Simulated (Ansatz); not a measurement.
Cost and result for the atomization energy of `N[SiH2]C(=O)O` (10 atoms, 9 bonds).

```xyz
10

N     0.290    0.675    1.660
Si   -0.680    0.550    0.260
C    -0.055   -0.572   -1.177
O    -0.686   -0.712   -2.192
O     1.126   -1.188   -0.977
H     1.151    1.197    1.637
H     0.354   -0.098    2.303
H    -1.994   -0.030    0.624
H    -0.816    1.888   -0.362
H     1.309   -1.711   -1.775
```

Total charge 0; spin multiplicity 1. The geometry is a stationary point of PBE0-D4/def2-TZVP. It is one conformer, not always the lowest. Program: Ansatz. All runs use 4 threads of an Arm Neoverse V1 on a shared host. Times are those of one run each, without the atoms' runs, and a repeat can differ threefold. Electronic energies, without spin–orbit coupling; frozen cores. CCSD(T)/CBS adds CCSD(T) − MP2 in def2-TZVPP to the MP2 limit, and its time is that of the two runs behind it. T1 = 0.015. B3LYP takes the VWN-RPA correlation (the form of Gaussian; ORCA's B3LYP/G).

CCSD(T)/CBS is a level of theory with its own doubt, some kJ/mol a heavy atom from the limit and from the frozen cores, so smaller differences don't rank the functionals.

| level | functions | wall time |
| --- | --- | --- |
| PBE-D4/def2-TZVPP (with forces) | 236 | 2.2 s |
| PBE0-D4/def2-TZVPP | 236 | 2.4 s |
| B3LYP-D4/def2-TZVPP (with forces) | 236 | 3.7 s |
| r2SCAN-D4/def2-TZVPP (with forces) | 236 | 4.1 s |
| B2PLYP/def2-TZVPP | 236 | 4.6 s |
| ωB97X-V/def2-TZVPP | 236 | 6.5 s |
| ωB97M-V/def2-TZVPP (with forces) | 236 | 9 s |
| MP2/def2-QZVPP | 448 | 18 s |
| CCSD(T)/def2-TZVPP | 236 | 2 min |
| CCSD(T)/CBS(def2) | – | 2.3 min |

Task: What atomization energy does each give, and how far from CCSD(T)/CBS? (An estimate is asked.)

Result: Ansatz gave: 
```csv
level,atomization (kcal/mol),difference from CCSD(T)/CBS,per bond
PBE-D4/def2-TZVPP (with forces),929.3,24.7,2.7
PBE0-D4/def2-TZVPP,900.7,-3.9,-0.4
B3LYP-D4/def2-TZVPP (with forces),904.5,-0.1,0.0
r2SCAN-D4/def2-TZVPP (with forces),904.7,0.1,0.0
B2PLYP/def2-TZVPP,894.9,-9.7,-1.1
ωB97X-V/def2-TZVPP,908.7,4.1,0.4
ωB97M-V/def2-TZVPP (with forces),908.4,3.8,0.4
MP2/def2-QZVPP,914.7,10.1,1.1
CCSD(T)/def2-TZVPP,874.9,-29.7,-3.3
CCSD(T)/CBS(def2),904.6,0.0,0.0
```

In def2-TZVPP, CCSD(T) changes the Hartree–Fock value by +265.1 kcal/mol (the triples alone add +17.4 kcal/mol) and MP2 by +287.1 kcal/mol; breaking electron pairs costs correlation energy, which Hartree–Fock lacks. From PBE to PBE0 (25 % exact exchange), in def2-TZVPP and without D4, the atomization energy moves by −27.9 kcal/mol: exact exchange takes away binding that semilocal exchange gives to molecules. The D4 term adds +7.0 kcal/mol with B3LYP and +3.7 kcal/mol with PBE0; it sums over pairs of atoms, weighted by their polarisabilities, and B3LYP, whose exchange is more repulsive, gets the larger term.
